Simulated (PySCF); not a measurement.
## A scan of NiC with bad points

ROHF; PySCF, no relativity, basis sets Ni def2-TZVPP, C def2-TZVPP; triplet, unpaired electrons σ ↑, π ↑ requested.

| R (Å) | E (eV) | ⟨S²⟩ | ⟨Lz²⟩ | μ (D) |
| --- | --- | --- | --- | --- |
| 1.434 | 10.900 | 2.00 | 2.99 | -2.35 |
| 1.500 | 9.162 | 2.00 | 2.93 | -2.27 |
| 1.567 | 7.825 | 2.00 | 2.87 | -2.21 |
| 1.617 | 7.033 | 2.00 | 2.83 | -2.19 |
| 1.667 | 6.387 | 2.00 | 2.79 | -2.19 |
| 1.717 | -2.175 | 2.00 | 4.93 | -4.45 |
| 1.784 | 0.000 | 2.00 | 1.15 | -3.61 |
| 1.867 | 0.169 | 2.00 | 1.13 | -3.31 |
| 1.967 | 0.405 | 2.00 | 1.10 | -2.90 |
| 2.100 | 0.717 | 2.00 | 1.06 | -2.39 |

The run flagged 1.717 Å: there the SCF either missed its threshold or ended in another occupation than the one requested, so the fit leaves that out.
